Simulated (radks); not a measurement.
Question: All-electron atom: the bismuth ion Bi52+ in [Ar] 3d10 4s2 4p1. Calculated with a radial shooting solver on a logarithmic mesh with Libxc functionals: scalar-relativistic Kohn-Sham, PBEsol, spin-polarised, spherical densities, finite nucleus; open shells are filled with parallel spins first (spin-orbit coupling, left out, can overturn this in heavy ions); Fermi nuclear charge, rms radius 5.5211 fm. Some entries of the table are withheld. Estimate them.

orbital,occ.,eigenvalue (eV),<r^2> (bohr^2),r(max) (bohr)
1s up,1,-93479.30,0.0003465,0.009665
1s down,1,-93477.98,0.0003465,0.009665
2s up,1,-19126.14,0.005228,0.05617
2s down,1,-19125.39,0.005228,0.05617
2p up,3,-16786.94,0.004463,0.04685
2p down,3,-16785.83,0.004464,0.04685
3s up,1,-6638.550,0.03252,0.1571
3s down,1,-6637.298,0.03250,0.1571
3p up,3,(1),0.03338,0.1569
3p down,3,(2),0.03336,0.1570
3d up,5,-5313.808,0.02722,0.1272
3d down,5,-5312.518,0.02720,0.1272
4s up,1,-3250.940,0.1251,0.3307
4s down,1,-3243.464,0.1251,0.3304
4p up,1,-2995.193,0.1337,0.3416
4p down,0,-2987.695,0.1337,0.3413

Answer: 
(1) 3p up eigenvalue (eV): -5964.413
(2) 3p down eigenvalue (eV): -5962.987
